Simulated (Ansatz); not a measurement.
Isomers of CH5GaO, B3LYP-D3(BJ)/def2-TZVP minima from an xTB search, which can miss the lowest.
Isomer 1, SMILES [CH3][GaH][OH] (charge 0, multiplicity 1, Z-matrix in Å and degrees):
```
Ga
O 1 1.8060
H 2 0.9617 1 114.58
H 1 1.5702 2 116.32 3 -0.10
C 1 1.9647 4 129.93 2 -179.99
H 5 1.0891 1 110.07 4 -179.98
H 5 1.0914 6 109.06 1 121.42
H 5 1.0915 6 109.07 7 117.15
```
Isomer 2, SMILES C[O][GaH2] (charge 0, multiplicity 1):
```tsv
atom	x (Å)	y (Å)	z (Å)
C	1.2191	0.1465	-0.2325
O	0.0860	-0.6673	-0.4551
Ga	-1.5701	-0.2777	0.1079
H	1.6564	0.4418	-1.1913
H	1.9738	-0.4156	0.3261
H	0.9870	1.0587	0.3314
H	-2.6266	-1.3521	-0.2775
H	-1.7256	1.0657	0.8965
```

Correlated levels freeze the cores. Filled d and f shells under p-block atoms count as core. MP2 and its Hartree–Fock in cc-pVQZ are density fitted.

Run with Ansatz (a program for electronic structure) with Gaussian orbitals. 

The energy of isomer 2 above isomer 1 is E(isomer 2) − E(isomer 1). Total energies (hartree):

```
level                 isomer 2       isomer 1
---------------  -------------  -------------
HF/cc-pVTZ       -2038.9691436  -2038.9997036
MP2/cc-pVTZ      -2039.4719393  -2039.5104084
HF/cc-pVQZ       -2038.9820112  -2039.0128114
MP2/cc-pVQZ      -2039.5202925  -2039.5596958
CCSD(T)/cc-pVTZ  -2039.5178664  -2039.5537547
```

### Question
Work out the energy of isomer 2 above isomer 1 at the basis-set limit: extrapolate the MP2 correlation part as X⁻³, take Hartree–Fock from the larger set, and add the CCSD(T) − MP2 difference of cc-pVTZ.

### Answer

1. Differences (1 hartree = 627.509 kcal/mol): HF/cc-pVTZ 19.177; MP2/cc-pVTZ 24.140; HF/cc-pVQZ 19.327; MP2/cc-pVQZ 24.726; CCSD(T)/cc-pVTZ 22.520.
2. Correlation parts, MP2 less HF: 4.963 in cc-pVTZ (X = 3), 5.398 in cc-pVQZ (X = 4).
3. Limit (4³·(5.398) − 3³·(4.963))/(4³ − 3³) = 5.716; with HF/cc-pVQZ it gives 25.044.
4. CCSD(T) less MP2 in cc-pVTZ: -1.619.
Result: 23.42 kcal/mol, against 24.14 at MP2/cc-pVTZ. It is an estimate of this method's limit, not of the exact value.
